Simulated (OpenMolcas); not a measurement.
Re II: effect of the basis set

* Program: OpenMolcas
* Method: SS-CASPT2, IPEA 0.25 Eh, imaginary shift 0.1 Eh (closed shells correlated: 5s 5p)
* Active space: 6 electrons in 6 orbitals (5d 6s)
* State averaging: 2S+1 = 7 even, 1 root; 2S+1 = 5 even, 35 roots kept (CI in the orbitals of an earlier block); 2S+1 = 3 even, 55 roots kept (CI in the orbitals of an earlier block); 2S+1 = 1 even, 10 roots kept (CI in the orbitals of an earlier block)
* Spin-orbit coupling: state interaction with AMFI integrals over the reference wave functions, term energies averaged over their components

A. ANO-R1 [7s5p4d2f], X2C, finite nucleus; CASPT2 step of the order of 30 core-seconds
B. ANO-RCC-VDZP [7s6p4d2f1g], DKH2, point nucleus; CASPT2 step of the order of 30 core-seconds
C. ANO-R2 [8s6p5d3f1g], X2C, finite nucleus; CASPT2 step of the order of 50 core-seconds
D. ANO-RCC-VTZP [8s7p5d3f2g1h], DKH2, point nucleus; CASPT2 step roughly 60 core-seconds
E. ANO-R3 [10s7p6d4f2g1h], X2C, finite nucleus; CASPT2 step about 80 core-seconds
F. ANO-RCC-VQZP [9s8p6d4f3g2h], DKH2, point nucleus; CASPT2 step roughly 2.9 core-minutes

Energies in cm-1 above 5d5 6s 7S3, the measured ground level; measured values from NIST Handbook of Basic Atomic Spectroscopic Data.

| Level | A | B | C | D | E | F | Measured |
| --- | --- | --- | --- | --- | --- | --- | --- |
| 5d5 6s 7S3 | 0.0 | 0.0 | 0.0 | 0.0 | 0.0 | 0.0 | 0.0 |
| 5d5 6s 5D2 [50 %] | 17290 | 17380 | 15940 | 16210 | 15200 | 15390 |  |
| 5d5 6s 5D3 | 18090 | 17970 | 16730 | 16920 | 16090 | 16300 |  |
| 5d5 6s 5D4 | 18250 | 17970 | 16900 | 17080 | 16270 | 16490 |  |
| 5d5 6s 5D1 | 18570 | 18550 | 17080 | 17270 | 16440 | 16650 |  |
| 5d5 6s 5D0 | 18620 | 18630 | 17090 | 17290 | 16450 | 16660 |  |
| 5d5 6s 5S2 [59 %] | 20510 | 21150 | 18960 | 19280 | 18180 | 18380 | 17224 |
| 5d5 6s 5G2 [75 %] | 22540 | 22800 | 21070 | 21420 | 20200 | 20430 | 18846 |
| 5d5 6s 5G3 [69 %] | 23110 | 23340 | 21620 | 21970 | 20780 | 21010 | 19140 |
| 5d5 6s 5G4 | 24030 | 24320 | 22490 | 22840 | 21630 | 21860 | 20463 |
| 5d5 6s 5G5 | 24760 | 25120 | 23170 | 23510 | 22340 | 22560 | 20976 |
| 5d5 6s 5G6 | 25060 | 25450 | 23440 | 23760 | 22600 | 22810 | 20782 |
| 5d5 6s 1S0 [64 %] | 27690 | 27500 | 26250 | 26520 | 25420 | 25710 |  |
| 5d4 6s2 5D0 | 30760 | 31070 | 29180 | 29770 | 28700 | 28930 |  |
| 5d5 6s 3G5 | 31620 | 31710 | 29700 | 30080 | 28650 | 29000 |  |
| 5d4 6s2 5D1 | 31720 | 32050 | 30190 | 30710 | 29670 | 29910 |  |
| 5d5 6s 3G4 | 32290 | 32440 | 30280 | 30610 | 29210 | 29540 |  |
| 5d4 6s2 5D3 [63 %] | 33970 | 34400 | 32330 | 32830 | 31760 | 32010 |  |
| 5d6 5D0 | 36460 | 36370 | 34350 | 34550 | 33230 | 33480 |  |

Deviations, from unrounded energies. A percentage is the sum of absolute deviations over the sum of measured energies, with the sign that they share, or ± where signs differ.

```json
{"Against measurement": "mean absolute deviation (cm-1)", "Levels": "6", "A": "3800", "B": "4100", "C": "2200", "D": "2600", "E": "1400", "F": "1600"}
{"Against measurement": "other terms of the ground configuration (%)", "Levels": "6", "A": "+19.2", "B": "+21.1", "C": "+11.3", "D": "+13.1", "E": "+7.1", "F": "+8.2"}
```

E lies closest to measurement on these levels and B furthest from it. The largest miss of E in the table is 5d5 6s 5G6, by +1800 cm-1. The ranking rests on the paired levels alone, and a cruder setting can come out closer through cancelling errors.

Among A to F the level of the table that moves most is 5d5 6s 3G4, by 3200 cm-1 (lowest in E, highest in B). Moves below CASPT2's spread within the term are not significant.

CASPT2 breaks the degeneracy within a term, and the mean is taken; among the terms shown or strongly mixed into the levels shown the widest spread is 390 cm-1 (5d5 6s 3G, F). Terms from blocks run as CI alone lack orbitals of their own. Configurations are named by rounded mean occupations; where the s occupation lies near a half they are strongly mixed, a name can repeat and a true partner stay unpaired. A single d shell beside an s shell can misplace configurations of different d count against each other. The CASPT2 spread within a term exceeds the gap to the next term for 5d4 6s2 5D and 5d5 6s 3P, so the order of their levels is uncertain (figures for A; the like holds for B, D, E, F). Some terms miss by over 15 % even with CASPT2, which points to a basis or an active space too small for the shells correlated (holds for A; B). Computed and measured levels are paired by configuration, term and J; levels that our copy of the source lacks, or whose pairing is in doubt (as where it misses far off the trend of its configuration), stay unpaired and out of the deviations. Levels of configurations outside the active space are missing. The table leaves out levels that lie high or whose names do not pair safely across all columns.

A share in square brackets marks a mixed level and gives the weight of the term that names it, the lowest over the columns.
